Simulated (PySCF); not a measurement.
## Orbital picture of CdS

MN15 at R = 2.253 Å; basis Cd def2-SVP with ECP28, S def2-SVP; scalar-relativistic core potentials; PySCF 2.14. State: ¹Σ⁺ (singlet), closed shell. Only the outer orbitals are listed, counted within each symmetry, core potentials removing the inner ones.

```csv
orbital,occ.,ε (eV),on Cd (%),main shells (%)
3π,2,-16.59,99,99 Cd d
3π,2,-16.59,99,99 Cd d
1δ,2,-16.37,100,100 Cd d
1δ,2,-16.37,100,100 Cd d
7σ,2,-15.93,68,"65 Cd d, 31 S s"
8σ,2,-8.99,59,"57 Cd s, 36 S p"
4π,2,-6.92,11,"89 S p, 10 Cd p"
4π,2,-6.92,11,"89 S p, 10 Cd p"
9σ,0,-3.58,59,"40 S p, 32 Cd s, 27 Cd p"
5π,0,-0.06,91,"90 Cd p, 9 S p"
5π,0,-0.06,91,"90 Cd p, 9 S p"
```

Which are the highest filled and the lowest empty level, where do they sit, and how wide is the gap?

Highest filled 4π at -6.92 eV (in %: 89 S p, 10 Cd p); lowest empty 9σ at -3.58 eV (in %: 40 S p, 32 Cd s, 27 Cd p); the gap at MN15 is 3.34 eV.

```
bond order (Mayer)                              : 1.79
⟨S²⟩                                            : 0.000
charge on Cd (Mulliken, basis-dependent)        : 0.27
charge on Cd (Löwdin, basis-dependent)          : 0.13
dipole moment (positive dipole means Cd(−)S(+)) : -5.05 D
```
